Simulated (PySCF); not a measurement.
C2H4BF2N, SMILES C/N=C/B(F)F.

Coordinates come from a B3LYP-D3(BJ)/def2-SVP optimisation. The structure was generated by enumeration; whether it is a known compound was not checked. The values are those of a single conformer.

Calculation: PySCF with PBE0/def2-TZVP.

Gas-phase values at a fixed geometry.

Computed frontier levels, gap, dipole moment and polarisability:
The highest occupied level is -7.69 eV. The lowest empty level is -1.90 eV and the orbital gap is 5.79 eV. The dipole moment is 2.59 D, the quadrupole, principal values (traceless, Buckingham form, about the centre of nuclear charge) comes out as -4.76, 2.07, 2.70 D·Å and the mean static polarisability comes out as 46.9 bohr³ (6.94 Å³). The polarisability, principal values comes out as 32.2, 43.7, 64.6 bohr³.
